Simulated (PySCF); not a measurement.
## [GeCl2]+: from structure and modes to constants

All numbers come from UPBE0/[Ge def2-TZVP, Cl def2-TZVP], no relativity, density fitting, PySCF.

The doublet minimum has C2v symmetry. Masses (u): Ge 73.92118, Cl 34.96885.

```xyz
3
charge 1 multiplicity 2, angstrom
Ge   -0.2436    0.4354    0.0000
Cl    0.2573   -0.4601    1.8040
Cl    0.2573   -0.4601   -1.8040
```

Harmonic wavenumbers (cm⁻¹): 134.5 (a1, ×1), 432.9 (a1, ×1), 494.3 (b2, ×1).

Question: Find the principal moments of inertia and the rotational constants. What kind of rotor is it?

Answer: About the centre of mass I = 37.834, 227.62, 265.45 u Å². With B = 16.8576/I this gives 0.4456, 0.07406, 0.06351 cm⁻¹. The molecule is an asymmetric top with κ = -0.94.

Question: Find the vibrational entropy and heat capacity at 298.15 K.

Answer: With u = 1.43878 ω/T, each mode gives S = R[u/(eᵘ−1) − ln(1−e⁻ᵘ)] and C = R u² eᵘ/(eᵘ−1)².
| ω (cm⁻¹) | u | S (J/(mol K)) | C (J/(mol K)) |
| --- | --- | --- | --- |
| 134.5 | 0.649 | 12.05 | 8.03 |
| 432.9 | 2.089 | 3.55 | 5.85 |
| 494.3 | 2.385 | 2.81 | 5.28 |
The sums over all modes are S = 18.4 and C = 19.2 J/(mol K); the softest mode gives 65 % of the entropy.

Question: Give the standard entropy (298.15 K, 1 bar) by its translational, rotational, vibrational and spin parts, and Cp.

Answer: Sackur–Tetrode with M = 143.86 u gives 170.8; rotation with symmetry number 2 gives 103.6; vibration 18.4; spin R ln 2 = 5.8. The total is 298.6 J/(mol K), and Cp = 4 R + 19.2 = 52.4 J/(mol K).

Only a few start shapes were tried, so a lower isomer may exist.
